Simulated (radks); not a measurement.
All-electron atom: the antimony ion Sb2+ in [Kr] 4d10 5s2 5p1. All-electron calculation, Dirac Kohn-Sham, PBE, spin-unpolarised, spherical densities, point nucleus; open shells are shared between the two j in proportion to 2j + 1. Program: a radial shooting solver on a logarithmic mesh with Libxc functionals.

Radial electron density D(r) = 4 pi r^2 rho(r):

r (bohr),D(r) (e/bohr)
0.004745,20.90
0.00548,25.33
0.006328,30.36
0.007308,35.90
0.00844,41.82
0.00967,47.54
0.01117,53.43
0.0129,58.74
0.0149,63.01
0.0172,65.81
0.01987,66.83
0.02294,66.03
0.0265,63.75
0.0306,60.82
0.03534,58.41
0.04081,57.86
0.04676,59.96
0.054,65.18
0.06237,72.51
0.07203,79.76
0.08318,84.14
0.09607,83.50
0.1109,77.61
0.1281,68.84
0.148,61.39
0.1709,58.98
0.1958,62.02
0.2261,67.64
0.2611,70.04
0.3016,64.78
0.3483,52.10
0.4022,37.02
0.4645,25.81
0.5365,21.66
0.6196,22.87
0.7155,24.94
0.8264,24.32
0.9467,20.70
1.093,15.27
1.263,10.18
1.458,6.513
1.684,4.261
1.945,2.922
2.246,2.018
2.594,1.310
2.996,0.7558
3.46,0.3746
3.964,0.1645
4.578,0.05655
5.287,0.01539
6.106,0.003206
7.052,0.0004930

D(r) has 4 maxima, at r = 0.0200, 0.0880, 0.257, 0.751 bohr, and minima at 0.0392, 0.168, 0.550 bohr, inside which lie 2.03, 11.19, 29.00 electrons.
